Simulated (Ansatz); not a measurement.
Gas-phase electronic energies from Ansatz, PBE0-D4/def2-TZVP geometries. CCSD(T)/CBS adds triple-zeta CCSD(T) − MP2 to the extrapolated MP2 energy (def2 sets, frozen cores). DFT in def2-TZVPP. B3LYP here is the variant with VWN-RPA as its local correlation; programs differ in this. For Br outer-core shells are correlated without core-valence functions, which leaves a few kJ/mol of doubt a bond. Scalar relativity is left out up to krypton. One conformer a species, not always the lowest.

Reaction (redistribution): `Cl[SiH2]CBr` + `N[SiH2][SiH](N)O` → `N[SiH2][SiH2]Cl` + `N[SiH](O)CBr`

```csv
level,ΔE (kcal/mol),difference from CCSD(T)/CBS
PBE-D4,-2.9,0.1
r2SCAN-D4,-3.5,-0.5
PBE0-D4,-3.2,-0.2
B3LYP-D4,-3.1,-0.1
ωB97X-V,-2.9,0.1
ωB97M-V,-3.1,-0.1
B2PLYP,-2.8,0.2
PBE,-2.7,0.3
r2SCAN,-3.5,-0.5
PBE0,-3.0,0.0
B3LYP,-2.8,0.2
HF/def2-TZVPP,-3.7,-0.7
MP2/def2-TZVPP,-2.7,0.3
SCS-MP2/def2-TZVPP,-2.7,0.3
CCSD/def2-TZVPP,-3.1,-0.1
CCSD(T)/def2-TZVPP,-3.1,-0.1
HF/def2-QZVPP,-3.6,-0.6
MP2/def2-QZVPP,-2.7,0.3
SCS-MP2/def2-QZVPP,-2.6,0.4
HF/CBS(def2),-3.6,-0.6
MP2/CBS(def2),-2.7,0.3
CCSD/CBS(def2),-3.1,-0.1
CCSD(T)/CBS,-3.0,0
```

Largest T1 diagnostic among the species: 0.011.

CCSD(T)/CBS has its own doubt, a few kJ/mol and more with outer-core shells, so smaller differences from it don't rank the levels.
